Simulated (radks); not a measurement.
Values are calculated unless marked as measured or tabulated.
All-electron atom: the selenium ion Se2+ in [Ar] 3d10 4s2 4p2 (the NIST ground configuration). Level of theory: scalar-relativistic Kohn-Sham, Slater X-alpha with alpha = 0.953, spin-polarised, spherical densities, finite nucleus; open shells are filled with parallel spins first; Fermi nuclear charge, rms radius 4.14 fm (a radial shooting solver on a logarithmic mesh with Libxc functionals). Some entries of the table are withheld. Estimate them.

orbital,occ.,eigenvalue (eV),r(max) (bohr),<1/r> (bohr^-1)
1s up,1,-12626.58,0.02876,34.61
1s down,1,-12626.35,0.02876,34.61
2s up,1,-1660.206,0.1638,7.671
2s down,1,-1660.099,0.1638,7.671
2p up,3,-1470.714,0.1309,7.524
2p down,3,-1470.536,0.1309,7.524
3s up,1,-247.5096,0.4986,2.513
3s down,1,-247.2193,0.4986,2.515
3p up,3,-187.0907,0.4951,2.368
3p down,3,-186.7452,0.4951,2.371
3d up,5,-85.9893,(1),2.081
3d down,5,-85.4904,(2),2.091
4s up,1,-42.6156,1.440,(3)
4s down,1,-38.7077,1.420,(4)
4p up,2,-29.8078,1.633,0.6917
4p down,0,-25.7879,1.617,0.6914

Answer. 
(1) 3d up r(max) (bohr): 0.4445
(2) 3d down r(max) (bohr): 0.4441
(3) 4s up <1/r> (bohr^-1): 0.8070
(4) 4s down <1/r> (bohr^-1): 0.8175
